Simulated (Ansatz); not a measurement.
The cluster CoO₂⁻: single points at one geometry.

```yaml
crystal:
  periodic: [false, false, false]
  atoms:
    - {symbol: Co, position_ang: [-0.000013, 0.000000, -0.000000]}
    - {symbol: O, position_ang: [0.464915, 1.126696, -1.038386]}
    - {symbol: O, position_ang: [-0.464913, -1.126696, 1.038386]}
basis:
  gaussian: {orbitals: def2-TZVPD, initial_orbitals: start.molden}
total_charge: -1
hamiltonian: {xc: r2scan, dispersion: d4}
scf: {omitted_lower_state_checks: [starts]}
output: {orbitals: {seedname: orbitals}}
```

The file start.molden holds the orbitals of an earlier run on this structure, at another level or in another basis.

```sh
$ ansatz run in.yaml --threads 4 --pin off --events-out ev --progress --plain --max-ram 3916MiB
```

It prints (some lines left out):

```
Functional definition: r2SCAN
831 factors; their error is unknown
mean field evaluation 1: about -41721.1304 eV, gradient 6.4e0 eV
mean field evaluation 2: about -41721.2513 eV, gradient 1.6e-1 eV
mean field evaluation 4: about -41721.2386 eV, gradient 1.8e-3 eV
mean field evaluation 8: about -41721.2386 eV, gradient 2.4e-5 eV
mean field -41721.23856137 eV, -1533.2272374591 hartree, gradient 2.4e-5 eV, S^2 0.000000; 0 other end points of the search recorded, 0 dependent functions left out
reference -41721.23857417 eV, -1533.2272379295 hartree; 22, 22 occupied and 106, 106 virtual orbitals, 831 factors
Total energy: -41721.24969818 eV, -1533.2276467294 hartree
Checks for a lower state left out: starts
```

Hardware: 4 threads of Arm Neoverse N1 on a shared host. Wall time 2.6 s.

The first input with `hamiltonian: {xc: {text: "exchange = 0.65*pbe_x + 0.35*exact_x\ncorrelation = pbe_c"}}` (abridged; 2.3 s):

```
Functional definition: unnamed
mean field -41710.95474903 eV, -1532.8493143264 hartree, gradient 9.8e-6 eV, S^2 0.000000
Total energy: -41710.95477436 eV, -1532.8493152572 hartree
Checks for a lower state left out: starts
```

As the first input, with `hamiltonian: {xc: {name: wB97M-V}}` (abridged; 16 s):

```
Functional definition: wB97M-V
mean field -41719.15557159 eV, -1533.1506889966 hartree, gradient 3.7e-5 eV, S^2 0.000000
Total energy: -41719.15561680 eV, -1533.1506906581 hartree
Checks for a lower state left out: starts
```

The first input with `gaussian: {orbitals: STO-3G}`, `hamiltonian: {xc: hf}` (abridged; 0.4 s):

```
Functional definition: HF
mean field evaluation 16: about -41189.7376 eV, gradient 3.1e0 eV
a density is far from that of the atoms, so the factors are made again for it
mean field evaluation 32: about -41190.0287 eV, gradient 2.1e-4 eV
mean field -41190.02869849 eV, -1513.7056350653 hartree, gradient 4.0e-6 eV, S^2 0.000000
Total energy: -41190.02869849 eV, -1513.7056350653 hartree
Checks for a lower state left out: starts
```

As the first input, with `gaussian: {orbitals: "def2-TZVPPD.json", initial_orbitals: start.molden}`, `correlation: {method: ccsd_t}` and without the key `hamiltonian` (abridged; 39 s):

```
Functional definition: HF
mean field -41659.70524627 eV, -1530.9659298380 hartree, gradient 9.6e-7 eV, S^2 0.000000; unrestricted orbitals would lower it
mean field evaluation 16: about -41660.2121 eV, gradient 3.9e0 eV
mean field evaluation 32: about -41661.7460 eV, gradient 3.8e-3 eV
mean field evaluation 64: about -41643.9364 eV, gradient 8.2e1 eV
mean field evaluation 96: about -41661.7588 eV, gradient 1.7e-2 eV
mean field evaluation 128: about -41661.0120 eV, gradient 6.8e0 eV
mean field evaluation 160: about -41659.7049 eV, gradient 2.0e-1 eV
unrestricted determinant -41661.75881073 eV, -1531.0413969400 hartree, S^2 2.4644
7 core orbitals not correlated: weight in the atoms' cores, before any rotation towards them, 1.000 or more for the frozen orbitals, at most 0.000 for the correlated occupied ones
second order -35.76783822 eV of doubles, -0.00000000 eV of singles
cycle   1  -29.47332602 eV  change     6.3e0 eV  update   4.9e-1
cycle   2  -33.14829059 eV  change    -3.7e0 eV  update   4.3e-1
cycle   3  -33.88292276 eV  change   -7.3e-1 eV  update   1.5e-1
[...]
cycle   8  -34.06848948 eV  change    3.1e-3 eV  update   3.4e-3
cycle   9  -34.07426109 eV  change   -5.8e-3 eV  update   1.5e-3
cycle  10  -34.07488395 eV  change   -6.2e-4 eV  update   7.4e-4
cycle  11  -34.07387953 eV  change    1.0e-3 eV  update   3.1e-4
cycle  12  -34.07392796 eV  change   -4.8e-5 eV  update   1.5e-4
cycle  13  -34.07400935 eV  change   -8.1e-5 eV  update   5.8e-5
cycle  14  -34.07400107 eV  change    8.3e-6 eV  update   2.3e-5
cycle  15  -34.07401927 eV  change   -1.8e-5 eV  update   8.7e-6
cycle  16  -34.07403598 eV  change   -1.7e-5 eV  update   4.9e-6
perturbative correction -2.55191305 eV, -0.0937810749 hartree
WARN: the results are in doubt because among natural orbitals full CI differs from the method by -0.094 eV
Total energy: -41696.33119530 eV, -1532.3119086390 hartree
In doubt: among natural orbitals full CI differs from the method by -0.094 eV
Checks for a lower state left out: starts
```

The first input with `gaussian: {orbitals: 6-31G}`, `hamiltonian: {xc: {name: B3LYP}, dispersion: d4}` (abridged; 0.85 s):

```
Functional definition: B3LYP
mean field evaluation 16: about -41715.2818 eV, gradient 6.6e-5 eV
mean field -41715.28181594 eV, -1533.0083311021 hartree, gradient 8.6e-6 eV, S^2 0.000000
Total energy: -41715.36447778 eV, -1533.0113688688 hartree
Checks for a lower state left out: starts
```

First input, but with `hamiltonian: {xc: {name: B2PLYP}}` and without the key `output` (abridged; 4.1 s):

```
Functional definition: B2PLYP
mean field -41703.10512033 eV, -1532.5608457920 hartree, gradient 4.7e-6 eV, S^2 0.000000
7 core orbitals not correlated: weight in the atoms' cores, before any rotation towards them, 1.000 or more for the frozen orbitals, at most 0.000 for the correlated occupied ones
second order -46.96841261 eV of doubles, -0.00000000 eV of singles
Total energy: -41715.78671712 eV, -1533.0268858783 hartree
Checks for a lower state left out: starts
```

Geometry: r2SCAN-D4/def2-TZVPD.

The 6-31G sets use Cartesian d functions. B3LYP takes the VWN-RPA correlation. Correlated methods freeze 7 core orbitals; core or outer-core shells of Co are correlated, in sets that lack core-valence functions. At r2SCAN-D4/def2-TZVPD, CCSD(T)/def2-TZVPPD the restricted singlet (for correlated methods, its reference) is unstable: a solution with broken spin symmetry lies lower. At r2SCAN-D4/def2-TZVPD the highest occupied level of the charge -1 singlet lies above zero (up to 0.16 eV). Its loss leaves the charge 0 doublet, which lies 2.78 eV higher (vertical, at r2SCAN-D4/def2-TZVPD), but this difference is unsure: the doublet is doubtful (geometry relaxed on an unsound state). The restricted singlet is unstable towards broken spin symmetry at other levels; at PBE with 35 % exact exchange/def2-TZVPD, ωB97M-V/def2-TZVPD, B3LYP-D4/6-31G, B2PLYP/def2-TZVPD this wasn't settled. The restricted singlet is unstable towards broken spin symmetry in Hartree–Fock (as tested in another run); at HF/STO-3G this wasn't settled. At CCSD(T)/def2-TZVPPD the program marks the result for the charge -1 singlet as doubtful (large difference). At CCSD(T)/def2-TZVPPD T1 of the charge -1 singlet is large (up to 0.072), so the single-reference result is doubtful. The geometry of the singlet was relaxed on an unsound state (restricted singlet, unstable towards broken spin symmetry). The order of the spin states hangs on the level: the quintet lies 0.78 eV below the singlet at PBE0-D4/def2-TZVPD, but 0.14 eV above it at CCSD(T)/def2-TZVPPD. The singlet is doubtful at PBE0-D4/def2-TZVPD (restricted singlet, unstable towards broken spin symmetry). The singlet is doubtful at CCSD(T)/def2-TZVPPD (restricted singlet, unstable towards broken spin symmetry). The structure comes from a short search, and lower isomers may exist.
